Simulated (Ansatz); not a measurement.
Pulling on the P1–O2 bond in PO (multiplicity 2 held). Energies count from the point at 1.480 Å.


Restricted levels (R-, RO-) in cc, def2 and unpolarised 6-31G sets keep to the state of the molecule at rest. Unrestricted levels (U-) break spin symmetry where that is lower. Active spaces are followed from rest. Levels need not reach the same state.

Correlated levels freeze the cores.

Programs: Ansatz (a program for electronic structure) with Gaussian orbitals. Each number belongs to the level named beside it.

| level | energy at R = 5.919 Å (kJ/mol) |
|---|---|
| RO-PBE/cc-pV(T+d)Z | 954.9 |
| U-PBE/cc-pV(T+d)Z | 640.1 |
| U-r2SCAN/cc-pV(T+d)Z | 594.0 |
| U-B3LYP/cc-pV(T+d)Z | 600.5 |
| U-CCSD/cc-pV(T+d)Z | 521.8 |
| U-CCSD(T)/cc-pV(T+d)Z | 553.0 |
| CASSCF(11,8)/cc-pV(T+d)Z | [?] |
| FIC-NEVPT4(SD) on CASSCF(11,8)/cc-pV(T+d)Z | 545.1 |
| FIC-MRCISD+Q on CASSCF(11,8)/cc-pV(T+d)Z | 549.3 |

Fill in the missing entries.


- CASSCF(11,8)/cc-pV(T+d)Z, energy at R = 5.919 Å (kJ/mol): 481.1

Doubts at one or more of the structures used: a restricted determinant that unrestricted orbitals would lower (RO-PBE/cc-pV(T+d)Z); a spin-contaminated determinant (U-PBE/cc-pV(T+d)Z, U-r2SCAN/cc-pV(T+d)Z, U-B3LYP/cc-pV(T+d)Z, U-CCSD/cc-pV(T+d)Z, U-CCSD(T)/cc-pV(T+d)Z).
